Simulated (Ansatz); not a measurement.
Gas-phase electronic energies from Ansatz, PBE0-D4/def2-TZVP geometries. CBS: MP2 limit from def2 TZ/QZ plus the TZ coupled-cluster correction, frozen cores. This one scheme is used for every species. Functionals use def2-TZVPP. For Ge outer-core shells are correlated without core-valence functions, which leaves a few kJ/mol of doubt a bond. Scalar relativity is left out up to krypton. Each species was taken in one conformer, which may not be the lowest.

Consider the ligand exchange at a Ge–N bond: `N[SiH2][GeH2][NH2]` + H₂S → `N[SiH2][GeH2][SH]` + NH₃.

```json
{"level": "PBE0-D4", "ΔE (kcal/mol)": "-14.1", "difference from CCSD(T)/CBS": "-1.0"}
{"level": "ωB97M-V", "ΔE (kcal/mol)": "-13.0", "difference from CCSD(T)/CBS": "0.1"}
{"level": "PBE", "ΔE (kcal/mol)": "-13.6", "difference from CCSD(T)/CBS": "-0.5"}
{"level": "r2SCAN", "ΔE (kcal/mol)": "-13.5", "difference from CCSD(T)/CBS": "-0.4"}
{"level": "SCS-MP2/def2-TZVPP", "ΔE (kcal/mol)": "-12.1", "difference from CCSD(T)/CBS": "1.0"}
{"level": "CCSD(T)/def2-TZVPP", "ΔE (kcal/mol)": "-12.1", "difference from CCSD(T)/CBS": "1.0"}
{"level": "HF/def2-QZVPP", "ΔE (kcal/mol)": "-12.3", "difference from CCSD(T)/CBS": "0.8"}
{"level": "MP2/def2-QZVPP", "ΔE (kcal/mol)": "-13.5", "difference from CCSD(T)/CBS": "-0.4"}
{"level": "SCS-MP2/def2-QZVPP", "ΔE (kcal/mol)": "-12.6", "difference from CCSD(T)/CBS": "0.5"}
{"level": "CCSD/CBS(def2)", "ΔE (kcal/mol)": "-12.9", "difference from CCSD(T)/CBS": "0.2"}
{"level": "CCSD(T)/CBS", "ΔE (kcal/mol)": "-13.1", "difference from CCSD(T)/CBS": "0"}
```

Largest T1 diagnostic among the species: 0.011.
